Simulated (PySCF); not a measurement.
Te(Cl)(SH) (ClHSTe), SMILES S[Te]Cl. Atoms are numbered in the order given.

```xyz
4

Te    -0.0680     0.1224     0.5792
Cl     1.6941     0.7457    -0.8918
S     -1.5190    -1.0484    -0.8867
H     -0.9565    -2.2667    -0.7736
```
Charge 0, spin multiplicity 1.

Geometry: B3LYP-D3(BJ)/def2-TZVP. The def2 effective core potentials stand for the cores of Te; spin–orbit coupling is left out. One conformer was computed; it need not be the lowest.

Calculation: TDDFT-CAM-B3LYP/def2-SVPD (PySCF).

Vertical excitations. 

```csv
state,energy (eV),λ (nm),f,main pairs
S1,2.61,475,0.000,HOMO→LUMO 97 %
S2,3.31,375,0.001,HOMO→LUMO+1 95 %
S3,4.61,269,0.015,"HOMO−1→LUMO+1 55 %, HOMO−1→LUMO 39 %"
S4,4.91,252,0.018,"HOMO−2→LUMO 41 %, HOMO−1→LUMO+1 27 %, HOMO−1→LUMO 22 %"
S5,4.98,249,0.018,"HOMO−2→LUMO 53 %, HOMO−1→LUMO 29 %, HOMO−1→LUMO+1 14 %"
S6,5.53,224,0.001,HOMO−3→LUMO 90 %
S7,5.70,218,0.034,HOMO→LUMO+2 87 %
S8,6.31,197,0.105,"HOMO−2→LUMO+1 57 %, HOMO−4→LUMO 21 %"
S9,6.53,190,0.032,"HOMO−1→LUMO+2 37 %, HOMO→LUMO+3 31 %, HOMO−4→LUMO 18 %"
S10,6.54,190,0.023,"HOMO−1→LUMO+2 43 %, HOMO→LUMO+3 22 %, HOMO−4→LUMO 15 %"
T1,1.94,639,0,HOMO→LUMO 97 %
T2,2.71,458,0,HOMO→LUMO+1 95 %
T3,3.97,313,0,"HOMO−1→LUMO 59 %, HOMO−1→LUMO+1 36 %"
T4,4.30,289,0,"HOMO−2→LUMO 44 %, HOMO−1→LUMO+1 27 %, HOMO−1→LUMO 22 %"
```
Triplets are in the Tamm–Dancoff approximation, which puts them higher than full response would, so one can lie above its singlet here.
